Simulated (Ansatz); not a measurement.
# Counterpoise correction, worked out

The pair of F⁻ (SMILES [F-], atom 1) and AlCl$_{3}$ (SMILES Cl[Al](Cl)Cl, atoms 2–5), both closed shells, in one local arrangement (a lower one may exist), relaxed at PBE0-D4/def2-TZVPD:

F1  (-0.490, 0.406, -1.653)
Cl2  (1.831, 1.020, 0.375)
Al3  (-0.027, 0.022, -0.091)
Cl4  (0.242, -2.114, 0.077)
Cl5  (-1.556, 0.666, 1.293)
(Å)

Ansatz 0.2.0; basis: def2-TZVPPD; cores frozen in the correlated methods.

MP2 total energies in eV:

| system | geometry | basis functions | energy |
| --- | --- | --- | --- |
| pair | pair | all | -46837.78545 |
| F⁻ | as in the pair | all (partner as ghosts) | -2714.20097 |
| AlCl$_{3}$ | as in the pair | all (partner as ghosts) | -44117.55052 |
| F⁻ | as in the pair | its own | -2714.14478 |
| AlCl$_{3}$ | as in the pair | its own | -44117.51555 |
| F⁻ | free (PBE0-D4 minimum) | its own | -2714.14478 |
| AlCl$_{3}$ | free (PBE0-D4 minimum) | its own | -44118.50614 |

Problem. Work out the interaction energy with and without the counterpoise correction, the superposition error, and the binding energy from the relaxed fragments.

Solution. Without correction: -46837.78545 − (-2714.14478) − (-44117.51555) = -6.12512 eV.
With correction (each fragment in the whole basis): -46837.78545 − (-2714.20097) − (-44117.55052) = -6.03396 eV = -139.15 kcal/mol.
The superposition error is the difference, 0.09116 eV, 1 % of the uncorrected value: each fragment borrows its partner's functions.
Deformation from the free shapes: 0.00000 eV for F⁻ and 0.99059 eV for AlCl$_{3}$.
Binding energy from relaxed fragments: -6.03396 + 0.00000 + 0.99059 = -5.04337 eV = -116.30 kcal/mol (electronic, without zero-point energy; negative means bound). The deformation is large: the pair is on the way to a chemical bond or a shared proton. For comparison, the corrected interaction energy by CCSD(T) at an estimated basis limit (MP2 extrapolated from triple and quadruple zeta, plus CCSD(T) − MP2 in triple zeta) is -6.210 eV.

The T1 diagnostic stays at or below 0.025.

For scale, one of the runs: CCSD(T)/def2-TZVPPD, 241 basis functions, launched by `ansatz run in.yaml --threads 4 --pin off --events-out ev --progress --plain --max-ram 9574MiB`. Time: 33 s of wall clock on 4 CPU threads of an Intel Xeon 6975P-C; the host was shared. Peak host memory: 4.5 GiB.
